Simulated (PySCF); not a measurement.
## Optical rotation: `[BH3-][C@@H](C=O)[C@H](C)C#N`, [C5H9BNO]-, charge -1

Molfile (atoms numbered from 1):
```
C5H9BNO
     RDKit          3D

 17 16  0  0  0  0  0  0  0  0999 V2000
    2.0080    0.3810   -0.0597 B   0  0  0  0  0  0  0  0  0  0  0  0
    0.4064   -0.0997   -0.5301 C   0  0  1  0  0  0  0  0  0  0  0  0
    0.5473   -1.5209   -0.6831 C   0  0  0  0  0  0  0  0  0  0  0  0
    0.1946   -2.4077    0.0850 O   0  0  0  0  0  0  0  0  0  0  0  0
   -0.6087    0.3072    0.5377 C   0  0  2  0  0  0  0  0  0  0  0  0
   -2.0241   -0.2114    0.2281 C   0  0  0  0  0  0  0  0  0  0  0  0
   -0.6747    1.7363    0.6726 C   0  0  0  0  0  0  0  0  0  0  0  0
   -0.8396    2.8678    0.7693 N   0  0  0  0  0  0  0  0  0  0  0  0
    2.7556    0.1830   -0.9848 H   0  0  0  0  0  0  0  0  0  0  0  0
    2.3477   -0.2361    0.9170 H   0  0  0  0  0  0  0  0  0  0  0  0
    1.9141    1.5578    0.1818 H   0  0  0  0  0  0  0  0  0  0  0  0
    0.2277    0.4059   -1.4786 H   0  0  0  0  0  0  0  0  0  0  0  0
    1.1083   -1.8036   -1.6049 H   0  0  0  0  0  0  0  0  0  0  0  0
   -0.2709   -0.1171    1.4901 H   0  0  0  0  0  0  0  0  0  0  0  0
   -2.3656    0.1683   -0.7350 H   0  0  0  0  0  0  0  0  0  0  0  0
   -2.7350    0.0987    0.9954 H   0  0  0  0  0  0  0  0  0  0  0  0
   -1.9979   -1.2974    0.1893 H   0  0  0  0  0  0  0  0  0  0  0  0
  1  2  1  0
  2  3  1  0
  3  4  2  0
  2  5  1  0
  5  6  1  0
  5  7  1  0
  7  8  3  0
  1  9  1  0
  1 10  1  0
  1 11  1  0
  2 12  1  6
  3 13  1  0
  5 14  1  1
  6 15  1  0
  6 16  1  0
  6 17  1  0
M  CHG  1   1  -1
M  END
```

Computed, not measured: TDDFT CAM-B3LYP/def2-SVPD circular dichroism and optical rotation, one conformer, gas phase in PySCF. Geometry: GFN2-xTB.

The molecule is flexible and this is one conformer; a measurement averages over conformers. For a gas-phase anion, states above the detachment energy (about 4.3 eV, taken as minus the energy of the highest occupied orbital) lie in the continuum and depend on the basis.

Stereocentres: C2 R, C5 S.

Question: What is the specific rotation at 633, 589.3, 546, 436, 405, 365, 355 nm?

Answer: [α] in deg dm⁻¹ (g/mL)⁻¹:
| λ (nm) | origin-invariant length gauge | modified velocity gauge | length gauge (centre of mass) | isotropic polarisability (au) |
| --- | --- | --- | --- | --- |
| 633 | +286.8 | +296.2 | +285.1 | 96.2 |
| 589.3 | +350.8 | +361.9 | +348.9 | 96.6 |
| 546 | +440.0 | +453.4 | +437.7 | 97.1 |
| 436 | +949.9 | +973.8 | +946.3 | 99.5 |
| 405 | +1284.7 | +1314.1 | +1280.5 | 100.5 |
| 365 | +2105.8 | +2145.7 | +2100.5 | 102.5 |
| 355 | +2448.0 | +2491.5 | +2442.5 | 103.1 |

Question: And for the mirror image at 589.3 nm?

Answer: -350.8 deg dm⁻¹ (g/mL)⁻¹ (origin-invariant length gauge): the same size and the opposite sign.

Question: What is the molar rotation [Φ] = [α]·M/100 of the geometry above at 589.3 nm?

Answer: With M = 109.94 g/mol, +385.7 deg cm² dmol⁻¹ (origin-invariant length gauge).

The first excitation lies at 4.74 eV (261 nm) with R = +44.1 × 10⁻⁴⁰ esu² cm² (velocity form).
